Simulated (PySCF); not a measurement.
B(CCH)(Me)(OMe) (C₄H₇BO), SMILES C#CB(OC)C. Atoms are numbered in the order given.

```xyz
13

B      0.2012    -0.0838     0.0000
C     -0.2622    -1.5582     0.0000
C     -0.5726    -2.7351     0.0000
H     -0.8593    -3.7714     0.0000
C      1.7461     0.2243     0.0000
H      2.0297     1.2858     0.0000
H      2.2089    -0.2575    -0.8775
H      2.2089    -0.2575     0.8775
O     -0.7922     0.8325     0.0000
C     -0.6431     2.2246     0.0000
H     -1.1380     2.6411    -0.8911
H     -1.1380     2.6411     0.8911
H      0.4104     2.5438     0.0000
```
Charge 0, spin multiplicity 1.

Geometry optimised at PBE0-D3(BJ)/def2-SVP. This is a generated structure with no PubChem entry under its InChIKey; it may be hypothetical. One conformer was computed; it need not be the lowest.

Computed with PySCF with HF/pcSseg-1.

GIAO shieldings, no solvent; atoms alike by connectivity are averaged. δ = σ(ref) − σ: ¹¹B against BF3 (σ = 102.7 ppm); ¹³C against TMS (σ = 192.6 ppm); ¹H against TMS (σ = 31.99 ppm); ¹⁷O against H2O (σ = 333.0 ppm), references at their B3LYP-D3(BJ)/def2-TZVP geometries, non-relativistic.

```csv
nucleus,atoms,count,δ (ppm)
¹¹B,B1,1,28.2
¹³C,C3,1,106.4
¹³C,C2,1,89.7
¹³C,C10,1,51.4
¹³C,C5,1,4.3
¹H,"H11, H12, H13",3,3.98
¹H,H4,1,3.36
¹H,"H6, H7, H8",3,0.86
¹⁷O,O9,1,125.3
```
